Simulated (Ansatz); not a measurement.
`F[C](F)(F)[GeH3]` and `O=C(F)C(F)(F)F` differ in one atom or group.

Ansatz, PBE0-D4/def2-TZVP geometries, multiplicity 1. 

Scalar relativity is left out up to krypton.

```
                                      property  `F[C](F)(F)[GeH3]`
             HOMO energy (PBE/def2-TZVPP) / eV               -7.85
size of the dipole moment (PBE/def2-TZVPP) / D                1.91
       HOMO–LUMO gap (ωB97M-V/def2-TZVPP) / eV               13.82
         HOMO energy (ωB97M-V/def2-TZVPP) / eV              -11.62
         LUMO energy (ωB97M-V/def2-TZVPP) / eV                2.20
          HOMO–LUMO gap (PBE0/def2-TZVPP) / eV                9.79
```

(1) What does the change do to each property? (Estimate.)

Results:

(1) The calculation gave: 
```json
{"property": "HOMO energy (PBE/def2-TZVPP) / eV", "`O=C(F)C(F)(F)F`": "-8.27", "shift": "-0.42"}
{"property": "size of the dipole moment (PBE/def2-TZVPP) / D", "`O=C(F)C(F)(F)F`": "0.75", "shift": "-1.16"}
{"property": "HOMO–LUMO gap (ωB97M-V/def2-TZVPP) / eV", "`O=C(F)C(F)(F)F`": "13.16", "shift": "-0.66"}
{"property": "HOMO energy (ωB97M-V/def2-TZVPP) / eV", "`O=C(F)C(F)(F)F`": "-12.53", "shift": "-0.91"}
{"property": "LUMO energy (ωB97M-V/def2-TZVPP) / eV", "`O=C(F)C(F)(F)F`": "0.64", "shift": "-1.56"}
{"property": "HOMO–LUMO gap (PBE0/def2-TZVPP) / eV", "`O=C(F)C(F)(F)F`": "8.30", "shift": "-1.49"}
```

With PBE0 the HOMO falls by 0.74 eV and the LUMO falls by 2.23 eV, so the gap narrows by about 1.49 eV. PBE moves the HOMO by -0.42 eV and ωB97M-V by -0.91 eV. The zero-point energy changes by -27.7 kJ/mol with -3 modes. Dipoles are sizes alone; their direction can turn.
